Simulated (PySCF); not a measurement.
## HBr⁺ at PBE

Computed with PBE; PySCF, no relativity, basis sets H def2-TZVPPD, Br def2-TZVPPD.

- state: ²Π (doublet), unpaired electrons π ↑
- bond length: 1.468 Å
- harmonic wavenumber: 2361 cm⁻¹
- force constant: 3.27 mdyn/Å
- rotational constant Be: 7.856 cm⁻¹
- anharmonicity ωexe: 44.8 cm⁻¹
- vibration–rotation constant αe: 0.238 cm⁻¹
- well depth De to H + Br⁺: 4.17 eV
- dissociation energy D0: 4.03 eV
- bond order (Mayer): 0.82
- dipole moment (positive dipole points towards Br; it is taken about the centre of mass and depends on that origin): -1.53 D

Spin–orbit coupling is left out. For an ion De counts to the pair picked by the measured ionisation energies or electron affinities, which need not be the lowest pair at this level. The state was picked by a PBE0 search and need not be the measured ground state.
